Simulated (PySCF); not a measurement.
Computed shifts of a molecule C4H8BN, PBE/pcSseg-1 in PySCF, GIAO, gas phase, equivalent atoms averaged, in ppm (number of nuclei): ¹⁵N: 106.8 (1). ¹³C: 142.9 (2), 28.5 (2). ¹H: 6.28 (2), 4.20 (2), 1.99 (4). References: ¹⁵N against NH3 (σ = 267.0 ppm); ¹¹B against BF3 (σ = 83.9 ppm); ¹³C against TMS (σ = 182.0 ppm); ¹H against TMS (σ = 31.49 ppm), references at their B3LYP-D3(BJ)/def2-TZVP geometries, non-relativistic. Geometry: PBE0-D3(BJ)/def2-SVP. Other conformers were not sampled.

Task: Which structure fits?
A) C#CB(N)CC
B) NB1CC=CC1
C) CC1=CCB1N
D) CCB1C=NC1

Result: B, NB1CC=CC1
